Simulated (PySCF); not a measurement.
Ge(H)(Me)2(OH) (C₂H₈GeO), SMILES [CH3][GeH]([CH3])[OH]. Geometry optimised at PBE-D3(BJ)/def2-SVP. The values are those of a single conformer.

Method: PBE-D3(BJ)/def2-SVP (PySCF).

Harmonic wavenumbers (cm⁻¹): 108, 118, 144, 166, 196, 208, 564, 575, 593, 655, 676, 718, 806, 812, 816, 900, 1198, 1204, 1379, 1380, 1385, 1392, 2086, 2979, 2980, 3080, 3081, 3094, 3094, 3734. Rotational constants (GHz): 5.046, 4.792, 3.010; symmetry number 1.

### Question
Work out the zero-point energy and the ideal-gas rigid-rotor harmonic-oscillator thermochemistry at 298.15 K and 1 atm.

### Answer
ZPE = ½ Σ hcν = ½ × 40117 cm⁻¹ = 57.35 kcal/mol. H − E(el) = 62.88 kcal/mol. Entropy in cal/(mol K): translation 40.28, rotation 25.89, vibration 19.26, total 85.43. G − E(el) = 37.41 kcal/mol. Cp = 28.39 cal/(mol K). Modes under 150 cm⁻¹ make the vibrational entropy uncertain.
